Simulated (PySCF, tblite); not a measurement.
Isomers of C7H11 (doublet state), one GFN2-xTB conformer each. Single-point energies are computed at B3LYP/pcH-1 (PySCF, gas phase, no added dispersion term), electronic only. GFN2-xTB treats the open shell by occupation alone, and not every SCF solution was tested for stability.

| SMILES | GFN2-xTB relative energy (kJ/mol) |
| --- | --- |
| [CH2]C/C(C=C)=C\C | 209.5 |
| CCC1=C[CH]CC1 | 0.0 |
| C[CH]C#CC(C)C | 141.5 |
| C#C[C@@]([CH2])(C)CC | 242.7 |
| C#CC(C)(C)C[CH2] | 237.7 |
| C=CC1C[C](C)C1 | 151.6 |
| CCC12C[C](C1)C2 | 218.8 |

Conformers: `[CH2:1][CH2:2]/[C:3]([CH:4]=[CH2:5])=[CH:6]\[CH3:7]` (doublet state) with H–C1–C2–C3 -83° and 80°, C1–C2–C3–C4 -88°, C2–C3–C4–C5 5°; `[CH3:1][CH2:2][C:3]1=[CH:4][CH:5][CH2:6][CH2:7]1` (doublet state) with C1–C2–C3–C4 116°; `[CH:1]#[C:2][C@@:3]([CH2:4])([CH3:5])[CH2:6][CH3:7]` (doublet state) with C2–C3–C4–H 13° and -171°, C2–C3–C6–C7 60°; `[CH:1]#[C:2][C:3]([CH3:4])([CH3:5])[CH2:6][CH2:7]` (doublet state) with C2–C3–C6–C7 61°, C3–C6–C7–H 101° and -70°; `[CH2:1]=[CH:2][CH:3]1[CH2:4][C:5]([CH3:6])[CH2:7]1` (doublet state) with C1–C2–C3–C4 129°; `[CH3:1][CH2:2][C:3]12[CH2:4][C:5]([CH2:6]1)[CH2:7]2` (doublet state) with C1–C2–C3–C4 61°.

Task: What does B3LYP/pcH-1 give for the same structures?

Result: 
```json
{"SMILES": "CCC1=C[CH]CC1", "B3LYP/pcH-1 E (Eh)": "-273.34336", "B3LYP/pcH-1 (kJ/mol)": "0.0", "GFN2-xTB (kJ/mol)": "0.0", "point group": "C1"}
{"SMILES": "C[CH]C#CC(C)C", "B3LYP/pcH-1 E (Eh)": "-273.30279", "B3LYP/pcH-1 (kJ/mol)": "106.5", "GFN2-xTB (kJ/mol)": "141.5", "point group": "C1"}
{"SMILES": "[CH2]C/C(C=C)=C\\C", "B3LYP/pcH-1 E (Eh)": "-273.29319", "B3LYP/pcH-1 (kJ/mol)": "131.7", "GFN2-xTB (kJ/mol)": "209.5", "point group": "–"}
{"SMILES": "C=CC1C[C](C)C1", "B3LYP/pcH-1 E (Eh)": "-273.28759", "B3LYP/pcH-1 (kJ/mol)": "146.4", "GFN2-xTB (kJ/mol)": "151.6", "point group": "–"}
{"SMILES": "C#CC(C)(C)C[CH2]", "B3LYP/pcH-1 E (Eh)": "-273.26667", "B3LYP/pcH-1 (kJ/mol)": "201.4", "GFN2-xTB (kJ/mol)": "237.7", "point group": "C1"}
{"SMILES": "C#C[C@@]([CH2])(C)CC", "B3LYP/pcH-1 E (Eh)": "-273.26408", "B3LYP/pcH-1 (kJ/mol)": "208.1", "GFN2-xTB (kJ/mol)": "242.7", "point group": "C1"}
{"SMILES": "CCC12C[C](C1)C2", "B3LYP/pcH-1 E (Eh)": "-273.23873", "B3LYP/pcH-1 (kJ/mol)": "274.7", "GFN2-xTB (kJ/mol)": "218.8", "point group": "Cs"}
```

Both levels put the same isomer lowest; measured from each level's own lowest isomer, the values differ by up to 77.8 kJ/mol ([CH2]C/C(C=C)=C\C: 209.5 against 131.7). As drawn, the highest has a four-membered ring and a quaternary carbon, which the lowest lacks. Neighbours under 21 kJ/mol apart ([CH2]C/C(C=C)=C\C and C=CC1C[C](C)C1; C#CC(C)(C)C[CH2] and C#C[C@@]([CH2])(C)CC) can change places with a better method, another conformer or zero-point energy.

Task: What happens when harmonic zero-point energies from GFN2-xTB frequencies are added?

Result: 
| SMILES | ZPE (kJ/mol) | electronic (kJ/mol) | with ZPE (kJ/mol) |
| --- | --- | --- | --- |
| CCC1=C[CH]CC1 | 411.8 | 0.0 | 0.0 |
| C[CH]C#CC(C)C | 401.9 | 106.5 | 96.7 |
| [CH2]C/C(C=C)=C\C | 398.7 | 131.7 | 118.7 |
| C=CC1C[C](C)C1 | 404.2 | 146.4 | 138.8 |
| C#CC(C)(C)C[CH2] | 397.9 | 201.4 | 187.5 |
| C#C[C@@]([CH2])(C)CC | 397.5 | 208.1 | 193.9 |
| CCC12C[C](C1)C2 | 416.1 | 274.7 | 279.1 |

The zero-point energies span 18.6 kJ/mol. The order is unchanged.
